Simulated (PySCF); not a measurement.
## C8H7O: g tensor and hyperfine couplings

C₈H₇O (doublet state).
Z-matrix (Å and degrees, GFN2-xTB geometry), rows numbered from 1:
```
C 
C   1  1.2821
C   2  1.4887  1  136.97
C   3  1.4451  2  131.79  1    -0.04
O   4  1.2087  3  124.69  2   179.95
C   3  1.3669  2   93.33  1   179.99
C   6  1.4524  3   93.29  2    -0.00
C   7  1.3272  2  133.98  1    -0.02
C   8  1.4904  7  124.06  2  -179.99
H   1  1.0614  2  142.27  3   179.99
H   4  1.1072  3  113.62  2    -0.04
H   6  1.0731  3  133.45  2  -179.99
H   8  1.0821  7  119.50  2     0.01
H   9  1.0900  8  109.88  7   120.99
H   9  1.0899  8  109.86  7  -120.93
H   9  1.0862  8  111.30  7     0.00
```

The hyperfine couplings belong to this conformer and change with its torsions.

Identity: `[H]/[C]=C1C(C=O)=CC/1=C\C` [radical].

Method used: PySCF 2.14.0, UKS B3LYP, pcH-1 on C H O, non-relativistic, mean-field spin-orbit, GIAO. Isolated species at its GFN2-xTB geometry (one conformer only). The geometry wasn't refined by DFT: couplings that depend on bond lengths, twists or pyramidal angles can differ widely from those at the functional's own minimum. The SCF solution wasn't tested for stability.

* g1, g2, g3: 2.00182, 2.00221, 2.00295
* g_iso: 2.00233
* Form of g: rhombic: the two nearest values differ by 35 % of g3 − g1
* ⟨S²⟩: 0.7638 (exact 0.7500)
* α and β electrons: 32, 31
* HOMO–LUMO gap, α and β orbitals: 3.87, 4.12 eV

Hyperfine couplings atom by atom, in MHz; T1 to T3 are the principal values of the dipolar part; ρ(0) is the spin density at the nucleus:

| atom | isotope | a_iso | T1 | T2 | T3 | Mulliken spin population | ρ(0) (bohr⁻³) |
| --- | --- | --- | --- | --- | --- | --- | --- |
| C1 | 13C | 272.3 | -81.0 | -56.3 | 137.3 | 1.03 | 0.2422 |
| C2 | 13C | -24.9 | -17.6 | 0.1 | 17.5 | -0.19 | -0.0221 |
| C3 | 13C | 61.9 | -8.8 | -1.0 | 9.8 | 0.09 | 0.0551 |
| C4 | 13C | -2.2 | -2.2 | 0.4 | 1.8 | 0.00 | -0.0019 |
| O5 | 17O | -2.1 | -2.0 | -1.4 | 3.5 | 0.02 | 0.0035 |
| C6 | 13C | -9.6 | -10.7 | 4.9 | 5.8 | -0.06 | -0.0085 |
| C7 | 13C | 110.9 | -12.4 | -7.3 | 19.7 | 0.13 | 0.0987 |
| C8 | 13C | -3.9 | -5.9 | 1.5 | 4.3 | -0.03 | -0.0035 |
| C9 | 13C | 6.0 | -0.7 | -0.5 | 1.2 | 0.01 | 0.0054 |
| H10 | 1H | 15.2 | -32.3 | -6.7 | 39.0 | 0.00 | 0.0034 |
| H11 | 1H | 1.3 | -3.5 | -1.7 | 5.2 | 0.00 | 0.0003 |
| H12 | 1H | 3.6 | -1.7 | 0.2 | 1.5 | 0.00 | 0.0008 |
| H13 | 1H | 4.2 | -2.4 | -2.4 | 4.9 | 0.00 | 0.0009 |
| H14 | 1H | -2.4 | -0.6 | -0.4 | 1.0 | 0.00 | -0.0005 |
| H15 | 1H | -2.4 | -0.6 | -0.4 | 1.0 | 0.00 | -0.0005 |
| H16 | 1H | 0.5 | -0.8 | -0.6 | 1.4 | 0.00 | 0.0001 |

The Mulliken spin populations are largest on C1 (+1.03), C2 (-0.19), C7 (+0.13) and C3 (+0.09). No atom but C1 exceeds +0.15. The positive populations add up to 1.29 and the negative ones to -0.29, together 2S = 1.

Axes: g1 points within 11° of the C1–H10 bond.

Under fast tumbling the dipolar parts average out, and these isotropic splittings remain: 1 × 1H (H10, I = 1/2, 2 lines) with 0.54 mT, 1 × 1H (H13, I = 1/2, 2 lines) with 0.15 mT, 1 × 1H (H12, I = 1/2, 2 lines) with 0.13 mT, 3 × 1H (H14/H15/H16, I = 1/2, 4 lines) with 0.05 mT and 1 × 1H (H11, I = 1/2, 2 lines) with 0.05 mT.

Class means assume fast exchange of nuclei equivalent by connectivity; if that motion is slow, each nucleus keeps its own coupling.

The 13C coupling of C1 (272.3 MHz) shows only in satellite lines or after enrichment, since that isotope makes up about 1.07 % of natural carbon.
